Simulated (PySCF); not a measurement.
Computed IR spectrum (relative IR intensity) of a molecule C₃H₅ClOSi. Geometry: B3LYP-D3(BJ)/def2-SVP. One conformer was computed; it need not be the lowest. All values below come from B3LYP-D3(BJ)/def2-SVP (PySCF 2.14.0). Frequencies are harmonic and unscaled.

Lines under 2 % of the strongest are left out, and lines within 2 cm⁻¹ are merged.

```
ν (cm⁻¹)  relative intensity
--------  ------------------
166                       27
268                       38
288                       16
347                      4.7
442                      8.0
525                       40
676                       11
681                       16
705                       15
713                       31
776                       66
861                       85
869                      100
915                       44
978                      3.2
1146                     3.5
1188                      15
1407                     3.6
2226                     6.0
2304                      47
3021                     4.5
3473                      39
3875                      59
```

**Question.** Which structure fits?
A) CC1=C[Si@@H](Cl)O1
B) C=C1C[Si@H](Cl)O1
C) C#CC[Si@@H](O)Cl
D) C=C1OC[Si@H]1Cl

**Answer.** C, C#CC[Si@@H](O)Cl
